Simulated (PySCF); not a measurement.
Predicted microwave data (PBE0/pcSseg-1 in PySCF (dipole) on a GFN2-xTB geometry, gas phase) for one isomer of C9H13N:

| Property | Result |
| --- | --- |
| Rotational constants | A = 2024, B = 1168, C = 795.3 MHz |
| Dipole components | \|μa\| = 0.23 D, \|μb\| = 1.48 D, \|μc\| = 0.89 D |
| Inertial defect | -46.89 u·Å² |
| κ | -0.39 |

Question: Which structure is it? (One computed conformer of each.)
A. `[H]/[N:2]=[CH:3]/[C@@H:4]1[CH2:5][C@@H:6]2[CH:7]=[CH:8][C@H:9]1[CH2:10][CH2:11]2` with N2–C3–C4–C5 -124°
B. `[CH3:1][CH2:2][c:3]1[cH:4][cH:5][cH:6][c:7]([CH3:8])[c:9]1[NH2:10]` with C1–C2–C3–C4 102°
C. 4-tert-butylpyridine (`CC(C)(C)C1=CC=NC=C1`)

Answer: B. It is CCc1cccc(C)c1N, an asymmetric top, point group C1. The candidates at the same level (rigid rotor, commonest isotopes):

```
                             SMILES  A (MHz)  B (MHz)  C (MHz)  μa (D)  μb (D)  μc (D)  Δ (u·Å²)  point group                        rotor
                   CC(C)(C)c1ccncc1     2647    959.9    833.0    2.89    0.01    0.00   -110.72           Cs               asymmetric top
                     CCc1cccc(C)c1N     2024     1168    795.3    0.23    1.48    0.89    -46.89           C1               asymmetric top
[H]/N=C/[C@@H]1C[C@@H]2C=C[C@H]1CC2     2511     1087     1074    1.07    0.91    1.00   -195.72           C1  near-prolate asymmetric top
```

`[H]/N=C/[C@@H]1C[C@@H]2C=C[C@H]1CC2` has C 35 % too high; `CC(C)(C)c1ccncc1` has A 31 % too high. No structure here is proved a minimum.
